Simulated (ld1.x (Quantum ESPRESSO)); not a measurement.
## An all-electron radial function and its pseudo partner (Si)

Columns: radius, all-electron u(r) and pseudo u(r) of the 3p shell (level -30.93 eV) of silicon in the configuration [Ne] 3s1 3p0; BLYP, scalar-relativistic, ultrasoft scheme, ld1.x (Quantum ESPRESSO) 7.5.

| r (bohr) | all-electron | pseudo |
| --- | --- | --- |
| 0.100 | 0.1472 | -0.0083 |
| 0.200 | 0.3101 | -0.0327 |
| 0.300 | 0.3706 | -0.0719 |
| 0.400 | 0.3402 | -0.1239 |
| 0.500 | 0.2508 | -0.1859 |
| 0.600 | 0.1298 | -0.2548 |
| 0.700 | -0.0038 | -0.3274 |
| 0.800 | -0.1374 | -0.4005 |
| 0.900 | -0.2634 | -0.4709 |
| 1.000 | -0.3771 | -0.5363 |
| 1.100 | -0.4761 | -0.5946 |
| 1.200 | -0.5592 | -0.6445 |
| 1.300 | -0.6265 | -0.6852 |
| 1.400 | -0.6784 | -0.7166 |
| 1.500 | -0.7161 | -0.7390 |
| 1.600 | -0.7409 | -0.7530 |
| 1.700 | -0.7542 | -0.7593 |
| 1.800 | -0.7573 | -0.7588 |
| 1.900 | -0.7518 | -0.7520 |
| 2.000 | -0.7391 | -0.7391 |
| 2.100 | -0.7204 | -0.7204 |
| 2.200 | -0.6971 | -0.6971 |
| 2.300 | -0.6700 | -0.6700 |
| 2.400 | -0.6403 | -0.6403 |
| 2.500 | -0.6088 | -0.6088 |
| 2.600 | -0.5760 | -0.5760 |

(1) How many radial nodes do the two functions have?

(2) At about which radius was the pseudo-wave matched?

(3) Is the pseudo-wave norm-conserving?

## Answers

(1) The all-electron 3p function has n − l − 1 = 1; the pseudo-wave has 0, since the states of the same l below it are removed with the core.

(2) 2.00 bohr, where the columns begin to agree (steps of 0.10 bohr).

(3) No, it belongs to an ultrasoft set: the norm inside the radius is not constrained, and the difference is carried by the augmentation charge.
